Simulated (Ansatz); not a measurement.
C2H4BClO can be A, `OB1CC1Cl`, or B, `O=CCBCl`.

Program: Ansatz. Geometries: PBE0-D4/def2-TZVP. ΔE: electronic, gas phase. CBS: MP2 limit from def2 TZ/QZ plus the TZ coupled-cluster correction, frozen cores. Functionals use def2-TZVPP. B3LYP here is the variant with VWN-RPA as its local correlation; programs differ in this. Each species was taken in one conformer, which may not be the lowest.

Q: Which isomer does CCSD(T)/CBS put lower? Give the gap. (Best estimate.)

A: The calculation gave: B, by 51.2 kJ/mol.

Q: Give E(B) − E(A) in kJ/mol with B2PLYP, B3LYP, CCSD(T)/def2-TZVPP, CCSD/def2-TZVPP, BLYP-D4, ωB97M-V, r2SCAN-D4. (An estimate is asked.)

A: The calculation gave: B2PLYP -58.5, B3LYP -58.0, CCSD(T)/def2-TZVPP -58.5, CCSD/def2-TZVPP -58.2, BLYP-D4 -62.7, ωB97M-V -46.7, r2SCAN-D4 -49.4. None reverses the order clearly.

Q: Does the order hold for the free energy at 298.15 K (harmonic terms from PBE0-D4)? (Estimate.)

A: The calculation gave: Yes: G(B) − G(A) = -60.8 kJ/mol, for one conformer each. Modes under 60 cm⁻¹, often nearly free rotors, make the harmonic entropy too high.

Largest T1 diagnostic: 0.014.

At CCSD(T), def2-SVP lies −24.2 kJ/mol from the extrapolated value and def2-TZVPP −7.3 kJ/mol. From PBE to PBE0 (25 % exact exchange), in def2-TZVPP and without D4, E(B) − E(A) moves by +4.4 kJ/mol.
